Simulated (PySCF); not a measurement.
How methods differ on the fine-structure interval of Sc(4+)

Sc(4+) [Ne] 3s2 3p5 [3p1/2^2 3p3/2^3, M_J = 3/2] → Sc(4+) [Ne] 3s2 3p5 [3p1/2^1 3p3/2^4, M_J = 1/2], as a difference of total energies. Computed with PySCF 2.14 in an uncontracted even-tempered set (21 s from 0.14 bohr⁻², ratio 2.4; 14 p from 0.18 bohr⁻², ratio 2.4; 5 d from 2 bohr⁻², ratio 2.6; 5 f from 3.1 bohr⁻², ratio 2.6), with the two-component X2C-1e Hamiltonian. Correlated levels: 1s2 frozen; the 52 highest virtual spinors dropped. "Screened" scales the spin-orbit matrix elements by Boettger's factors to mimic the two-electron term; Breit and QED terms are absent.

```csv
method,fine-structure interval (cm⁻¹)
GHF (screened spin-orbit),3883.0
GMP2 (screened spin-orbit),4467.8
GHF (bare spin-orbit),4346.2
```

GHF and GMP2 differ strongly here because the two determinants are spin-polarised to different degrees; the interval is a small difference of such terms.
